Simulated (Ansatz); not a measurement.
Species: HgI, charge 0, doublet. HgI (parent SMILES [Hg][I], doublet).
B3LYP-D3(BJ)/def2-TZVP minimum from Ansatz (a first-principles code):
```xyz
2

Hg     0.0000     0.0000    -1.1303
I      0.0000     0.0000     1.7061
```
Charge 0, spin multiplicity 2.

Atomisation energy term by term, kcal/mol (programs: Ansatz). Open shells are spin-unrestricted; no spin-orbit coupling. Cores are frozen in correlated methods (noble-gas shells, and filled d and f shells in the p block). Past Kr the def2 sets carry scalar-relativistic core potentials. CBS(X,Y): correlation extrapolated as X^-3, Hartree-Fock from the larger set. A bracket is a step between two methods taken in the basis named. Spin-orbit terms, left out, reach several kcal/mol for Br and I, and more for heavier atoms. The UHF reference of HgI (parent SMILES [I][Hg], doublet) is spin-contaminated (<S^2> up to 0.04 over the pure value in the sets run). The spin of HgI (parent SMILES [I][Hg], doublet) was assumed, and the state is the lowest solution found for it.

```csv
term,basis,kcal/mol
Hartree-Fock,def2-QZVPP,6.28
CCSD correlation,"CBS(def2-TZVPP,def2-QZVPP)",5.15
(T),"CBS(def2-TZVPP,def2-QZVPP)",1.52
CCSDT(Q) - CCSD(T),def2-SVP,0.16
sum: De,,13.1
```
